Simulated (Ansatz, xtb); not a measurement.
## Isomers of C6H8OS in order of energy

5 gas-phase structures of C6H8OS, from a drawn sample of its isomers (lower ones may exist). Each was relaxed with GFN2-xTB; where two conformers were screened, the lower at r2SCAN-D4/def2-SVP//GFN2-xTB is listed:

A. `C=C(C=O)/C=C(\C)S`, a singlet
B. `CC(=S)/C=C(\C)C=O`, a singlet
C. `C=C(S)CC(=C)C=O`, a singlet
D. `C=C(C=O)CC(C)=S`, a singlet
E. `CC(=S)/C=C(/C)C=O`, a singlet

Which do you expect lowest at r2SCAN-D4/def2-SVP//GFN2-xTB, and how would the others follow?

Calculated order at r2SCAN-D4/def2-SVP//GFN2-xTB: B (0.0), D (21.4), E (22.1), A (39.0), C (44.1) kJ/mol. Less than 1 kcal/mol parts D and E, so the order within that pair means little.

Energies above the lowest of each column, in kJ/mol; the last columns are at r2SCAN-D4/def2-SVP geometries:

```json
{"structure": "B", "GFN2-xTB": "0.0", "HF/STO-3G": "0.0", "r2SCAN-D4/def2-SVP//GFN2-xTB": "0.0", "r2SCAN-D4/def2-SVP": "0.0", "CCSD(T)/def2-SVP + ΔMP2/def2-TZVPP": "0.0"}
{"structure": "D", "GFN2-xTB": "18.4", "HF/STO-3G": "15.7", "r2SCAN-D4/def2-SVP//GFN2-xTB": "21.4", "r2SCAN-D4/def2-SVP": "20.3", "CCSD(T)/def2-SVP + ΔMP2/def2-TZVPP": "9.4"}
{"structure": "E", "GFN2-xTB": "8.4", "HF/STO-3G": "14.8", "r2SCAN-D4/def2-SVP//GFN2-xTB": "22.1", "r2SCAN-D4/def2-SVP": "16.8", "CCSD(T)/def2-SVP + ΔMP2/def2-TZVPP": "14.3"}
{"structure": "A", "GFN2-xTB": "38.0", "HF/STO-3G": "10.6", "r2SCAN-D4/def2-SVP//GFN2-xTB": "39.0", "r2SCAN-D4/def2-SVP": "35.9", "CCSD(T)/def2-SVP + ΔMP2/def2-TZVPP": "23.7"}
{"structure": "C", "GFN2-xTB": "46.4", "HF/STO-3G": "19.6", "r2SCAN-D4/def2-SVP//GFN2-xTB": "44.1", "r2SCAN-D4/def2-SVP": "41.3", "CCSD(T)/def2-SVP + ΔMP2/def2-TZVPP": "23.7"}
```

Every level run on B puts it lowest or level with the lowest. Some further structures that were screened fall inside this span and aren't listed. Flexible structures stand in one conformer each, not always the lowest. ΔMP2 is the change of the MP2 energy from the smaller to the larger basis.

Over these structures GFN2-xTB departs from r2SCAN-D4/def2-SVP//GFN2-xTB by 4.2 kJ/mol on average once a common shift is removed. A GFN2-xTB relaxation took about 0.18 s and the r2SCAN-D4/def2-SVP//GFN2-xTB energy about 3.6 s on a shared host (Ansatz 0.2.0, xtb 6.7.1).
